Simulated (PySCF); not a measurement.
H2F2OSSi (SMILES O[Si](F)(F)S), singlet, at a GFN2-xTB geometry, atoms displaced at random by about 0.08 Å a coordinate; DF-HF/STO-3G, gradient (PySCF).

Input for PySCF:
```python
from pyscf import gto, scf

mol = gto.M(
    atom='''
O     0.12186846    1.81687023    0.61949844
Si   -0.35815896    0.14799808    0.09581548
F    -0.22072785    0.39669396   -1.78547268
F    -1.76996764   -0.33143156    0.17909362
S     1.17585144   -1.32476875    0.55370912
H    -0.27970125    2.44174263    0.59152387
H     1.79265120   -0.50363999    1.04379684
''',
    basis='sto-3g',
    verbose=4,
)

mf = scf.RHF(mol)
mf = mf.density_fit(auxbasis='def2-universal-jkfit')
mf.kernel()
g = mf.nuc_grad_method()
g.auxbasis_response = False
grad = g.kernel()
```

The log (banner, timings and long lists left out):

```
PySCF version 2.14.0

[INPUT] verbose = 4
[INPUT] num. atoms = 7
[INPUT] num. electrons = 58
[INPUT] charge = 0
[INPUT] spin (= nelec alpha-beta = 2S) = 0
[INPUT] symmetry False subgroup None
[INPUT] Mole.unit = angstrom
[INPUT] Symbol           X                Y                Z      unit          X                Y                Z       unit  Magmom
[INPUT]  1 O      0.121868460000   1.816870230000   0.619498440000 AA    0.230298012623   3.433387138576   1.170682386195 Bohr   0.0
[INPUT]  2 Si    -0.358158960000   0.147998080000   0.095815480000 AA   -0.676822343459   0.279675838161   0.181065015694 Bohr   0.0
[INPUT]  3 F     -0.220727850000   0.396693960000  -1.785472680000 AA   -0.417115184564   0.749642939669  -3.374054368093 Bohr   0.0
[INPUT]  4 F     -1.769967640000  -0.331431560000   0.179093620000 AA   -3.344754088943  -0.626314877437   0.338437892457 Bohr   0.0
[INPUT]  5 S      1.175851440000  -1.324768750000   0.553709120000 AA    2.222037184775  -2.503450115882   1.046358589474 Bohr   0.0
[INPUT]  6 H     -0.279701250000   2.441742630000   0.591523870000 AA   -0.528558759199   4.614224837375   1.117818110443 Bohr   0.0
[INPUT]  7 H      1.792651200000  -0.503639990000   1.043796840000 AA    3.387619804873  -0.951741646479   1.972490157286 Bohr   0.0

nuclear repulsion = 307.104449394559
number of shells = 21
number of NR pGTOs = 105
number of NR cGTOs = 35
basis = sto-3g
ecp = {}

******** <class 'pyscf.df.df_jk.DFRHF'> ********
method = DFRHF
initial guess = minao
damping factor = 0
level_shift factor = 0
DIIS = <class 'pyscf.scf.diis.CDIIS'>
diis_start_cycle = 1
diis_space = 8
diis_damp = 0
SCF conv_tol = 1e-09
SCF conv_tol_grad = None
SCF max_cycles = 50
direct_scf = False
Set gradient conv threshold to 3.16228e-05
Initial guess from minao.
******** <class 'pyscf.df.df.DF'> ********
auxbasis = def2-universal-jkfit
init E= -949.887967119341
  HOMO = -0.347674563212733  LUMO = -0.00753661289652063  gap/eV = 9.25563
cycle= 1 E= -949.514421234931  delta_E= 0.374  |g|= 0.606  |ddm|= 3.24
  HOMO = -0.189005151825049  LUMO = 0.223754605685584  gap/eV = 11.23177
cycle= 2 E= -949.690780308153  delta_E= -0.176  |g|= 0.14  |ddm|=  1.3
  HOMO = -0.294770353603774  LUMO = 0.278561334546258  gap/eV = 15.60115
cycle= 3 E= -949.699176959575  delta_E= -0.0084  |g|= 0.0309  |ddm|= 0.246
  HOMO = -0.294521462740095  LUMO = 0.279405302278463  gap/eV = 15.61734
cycle= 4 E= -949.699979206223  delta_E= -0.000802  |g|= 0.00572  |ddm|= 0.097
  HOMO = -0.294614573626496  LUMO = 0.280547453301397  gap/eV = 15.65096
cycle= 5 E= -949.700004970655  delta_E= -2.58e-05  |g|= 0.00116  |ddm|= 0.0173
  HOMO = -0.294274003871585  LUMO = 0.280741073624974  gap/eV = 15.64696
cycle= 6 E= -949.700006078427  delta_E= -1.11e-06  |g|= 0.000276  |ddm|= 0.00349
  HOMO = -0.294259437610612  LUMO = 0.280775593033307  gap/eV = 15.64750
cycle= 7 E= -949.70000614894  delta_E= -7.05e-08  |g|= 7.05e-05  |ddm|= 0.000919
  HOMO = -0.294254003665209  LUMO = 0.280772293148388  gap/eV = 15.64726
cycle= 8 E= -949.700006154514  delta_E= -5.57e-09  |g|= 2.14e-05  |ddm|= 0.000268
  HOMO = -0.294251865136721  LUMO = 0.280770243540452  gap/eV = 15.64715
cycle= 9 E= -949.700006155026  delta_E= -5.13e-10  |g|= 7.46e-06  |ddm|= 8.03e-05
  HOMO = -0.29425230296585  LUMO = 0.280771355517964  gap/eV = 15.64719
Extra cycle  E= -949.700006155081  delta_E= -5.46e-11  |g|= 4.15e-06  |ddm|= 1.84e-05
converged SCF energy = -949.700006155081

******** <class 'pyscf.df.grad.rhf.Gradients'> for <class 'pyscf.df.df_jk.DFRHF'> ********
unit = Eh/Bohr
--------------- DFRHF gradients ---------------
         x                y                z
0 O    -0.3485054315     0.6353077441    -0.0225919501
1 Si    -0.1610622484    -0.1298379139     0.1438367117
2 F     0.0102344367     0.0168820754    -0.1275095259
3 F     0.1067534621     0.0286950480    -0.0231623435
4 S     0.1528726220     0.1240667385     0.0926768884
5 H     0.3696544213    -0.5187348849     0.0367557410
6 H    -0.1315082415    -0.1552468845    -0.0990303723
----------------------------------------------
```
